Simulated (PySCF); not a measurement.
2,5-dihydro-1H-silole (C4H8Si), SMILES C1C[SiH2]CC=1. Atoms are numbered in the order given.

```xyz
13

C      1.3599     0.0015    -0.6705
C      1.3599     0.0015     0.6705
C      0.0493    -0.0031     1.4144
Si    -1.2239     0.0017     0.0000
C      0.0493    -0.0031    -1.4144
H      2.3020     0.0044    -1.2306
H      2.3020     0.0044     1.2306
H     -0.0440     0.8745     2.0770
H     -0.0421    -0.8877     2.0683
H     -2.0972     1.2161     0.0000
H     -2.1093    -1.2037     0.0000
H     -0.0421    -0.8877    -2.0683
H     -0.0440     0.8745    -2.0770
```
Charge 0, spin multiplicity 1.

Geometry: PBE0-D3(BJ)/def2-SVP. Other conformers were not sampled.

Calculation: PySCF with PBE0-D3(BJ)/def2-SVP.

Frequencies are harmonic and unscaled.

Computed vibrational spectrum:
```json
[
 {"mode": "1", "ν (cm⁻¹)": "36", "IR (km/mol)": "1.8", "Raman (Å⁴/amu)": "0.6", "depolarisation": "0.75", "moving atoms (share of kinetic energy)": "H 54 %, C 40 %"},
 {"mode": "2", "ν (cm⁻¹)": "369", "IR (km/mol)": "0.0", "Raman (Å⁴/amu)": "2.8", "depolarisation": "0.75", "moving atoms (share of kinetic energy)": "C 51 %, H 49 %"},
 {"mode": "3", "ν (cm⁻¹)": "455", "IR (km/mol)": "11.4", "Raman (Å⁴/amu)": "3.6", "depolarisation": "0.45", "moving atoms (share of kinetic energy)": "C 46 %, Si 44 %, H 10 %"},
 {"mode": "4", "ν (cm⁻¹)": "464", "IR (km/mol)": "3.6", "Raman (Å⁴/amu)": "1.1", "depolarisation": "0.71", "moving atoms (share of kinetic energy)": "H 92 %"},
 {"mode": "5", "ν (cm⁻¹)": "590", "IR (km/mol)": "0.0", "Raman (Å⁴/amu)": "11.1", "depolarisation": "0.75", "moving atoms (share of kinetic energy)": "H 94 %"},
 {"mode": "6", "ν (cm⁻¹)": "635", "IR (km/mol)": "10.4", "Raman (Å⁴/amu)": "8.6", "depolarisation": "0.75", "moving atoms (share of kinetic energy)": "C 57 %, Si 28 %, H 15 %"},
 {"mode": "7", "ν (cm⁻¹)": "679", "IR (km/mol)": "87.1", "Raman (Å⁴/amu)": "4.9", "depolarisation": "0.75", "moving atoms (share of kinetic energy)": "H 84 %, C 12 %"},
 {"mode": "8", "ν (cm⁻¹)": "699", "IR (km/mol)": "1.8", "Raman (Å⁴/amu)": "20.5", "depolarisation": "0.08", "moving atoms (share of kinetic energy)": "C 62 %, H 24 %, Si 14 %"},
 {"mode": "9", "ν (cm⁻¹)": "739", "IR (km/mol)": "28.1", "Raman (Å⁴/amu)": "6.9", "depolarisation": "0.75", "moving atoms (share of kinetic energy)": "H 57 %, C 43 %"},
 {"mode": "10", "ν (cm⁻¹)": "836", "IR (km/mol)": "0.0", "Raman (Å⁴/amu)": "3.9", "depolarisation": "0.75", "moving atoms (share of kinetic energy)": "H 70 %, C 30 %"},
 {"mode": "11", "ν (cm⁻¹)": "847", "IR (km/mol)": "8.0", "Raman (Å⁴/amu)": "7.4", "depolarisation": "0.75", "moving atoms (share of kinetic energy)": "H 64 %, C 29 %"},
 {"mode": "12", "ν (cm⁻¹)": "860", "IR (km/mol)": "67.0", "Raman (Å⁴/amu)": "1.6", "depolarisation": "0.75", "moving atoms (share of kinetic energy)": "H 52 %, C 33 %, Si 15 %"},
 {"mode": "13", "ν (cm⁻¹)": "938", "IR (km/mol)": "14.6", "Raman (Å⁴/amu)": "10.0", "depolarisation": "0.27", "moving atoms (share of kinetic energy)": "C 54 %, H 46 %"},
 {"mode": "14", "ν (cm⁻¹)": "964", "IR (km/mol)": "83.8", "Raman (Å⁴/amu)": "9.6", "depolarisation": "0.64", "moving atoms (share of kinetic energy)": "H 85 %, C 11 %"},
 {"mode": "15", "ν (cm⁻¹)": "972", "IR (km/mol)": "35.7", "Raman (Å⁴/amu)": "2.0", "depolarisation": "0.75", "moving atoms (share of kinetic energy)": "H 59 %, C 40 %"},
 {"mode": "16", "ν (cm⁻¹)": "989", "IR (km/mol)": "0.0", "Raman (Å⁴/amu)": "0.3", "depolarisation": "0.75", "moving atoms (share of kinetic energy)": "H 85 %, C 15 %"},
 {"mode": "17", "ν (cm⁻¹)": "1120", "IR (km/mol)": "20.0", "Raman (Å⁴/amu)": "12.7", "depolarisation": "0.75", "moving atoms (share of kinetic energy)": "H 84 %, C 16 %"},
 {"mode": "18", "ν (cm⁻¹)": "1123", "IR (km/mol)": "18.9", "Raman (Å⁴/amu)": "5.5", "depolarisation": "0.75", "moving atoms (share of kinetic energy)": "H 86 %, C 13 %"},
 {"mode": "19", "ν (cm⁻¹)": "1124", "IR (km/mol)": "0.0", "Raman (Å⁴/amu)": "1.8", "depolarisation": "0.75", "moving atoms (share of kinetic energy)": "H 80 %, C 20 %"},
 {"mode": "20", "ν (cm⁻¹)": "1206", "IR (km/mol)": "2.7", "Raman (Å⁴/amu)": "0.1", "depolarisation": "0.75", "moving atoms (share of kinetic energy)": "C 53 %, H 47 %"},
 {"mode": "21", "ν (cm⁻¹)": "1237", "IR (km/mol)": "13.8", "Raman (Å⁴/amu)": "9.3", "depolarisation": "0.20", "moving atoms (share of kinetic energy)": "H 64 %, C 36 %"},
 {"mode": "22", "ν (cm⁻¹)": "1367", "IR (km/mol)": "0.1", "Raman (Å⁴/amu)": "1.0", "depolarisation": "0.75", "moving atoms (share of kinetic energy)": "H 62 %, C 38 %"},
 {"mode": "23", "ν (cm⁻¹)": "1413", "IR (km/mol)": "0.4", "Raman (Å⁴/amu)": "43.3", "depolarisation": "0.58", "moving atoms (share of kinetic energy)": "H 91 %, C 9 %"},
 {"mode": "24", "ν (cm⁻¹)": "1413", "IR (km/mol)": "13.1", "Raman (Å⁴/amu)": "8.0", "depolarisation": "0.75", "moving atoms (share of kinetic energy)": "H 90 %, C 10 %"},
 {"mode": "25", "ν (cm⁻¹)": "1719", "IR (km/mol)": "16.4", "Raman (Å⁴/amu)": "14.8", "depolarisation": "0.11", "moving atoms (share of kinetic energy)": "C 93 %"},
 {"mode": "26", "ν (cm⁻¹)": "2223", "IR (km/mol)": "123.3", "Raman (Å⁴/amu)": "154.5", "depolarisation": "0.17", "moving atoms (share of kinetic energy)": "H 97 %"},
 {"mode": "27", "ν (cm⁻¹)": "2224", "IR (km/mol)": "129.1", "Raman (Å⁴/amu)": "111.8", "depolarisation": "0.38", "moving atoms (share of kinetic energy)": "H 96 %"},
 {"mode": "28", "ν (cm⁻¹)": "3062", "IR (km/mol)": "22.1", "Raman (Å⁴/amu)": "12.3", "depolarisation": "0.75", "moving atoms (share of kinetic energy)": "H 94 %"},
 {"mode": "29", "ν (cm⁻¹)": "3063", "IR (km/mol)": "1.3", "Raman (Å⁴/amu)": "303.0", "depolarisation": "0.12", "moving atoms (share of kinetic energy)": "H 94 %"},
 {"mode": "30", "ν (cm⁻¹)": "3108", "IR (km/mol)": "0.0", "Raman (Å⁴/amu)": "207.3", "depolarisation": "0.75", "moving atoms (share of kinetic energy)": "H 91 %, C 9 %"},
 {"mode": "31", "ν (cm⁻¹)": "3109", "IR (km/mol)": "6.8", "Raman (Å⁴/amu)": "1.5", "depolarisation": "0.74", "moving atoms (share of kinetic energy)": "H 91 %, C 9 %"},
 {"mode": "32", "ν (cm⁻¹)": "3170", "IR (km/mol)": "2.6", "Raman (Å⁴/amu)": "88.9", "depolarisation": "0.75", "moving atoms (share of kinetic energy)": "H 92 %"},
 {"mode": "33", "ν (cm⁻¹)": "3193", "IR (km/mol)": "25.7", "Raman (Å⁴/amu)": "257.2", "depolarisation": "0.17", "moving atoms (share of kinetic energy)": "H 91 %, C 9 %"}
]
```
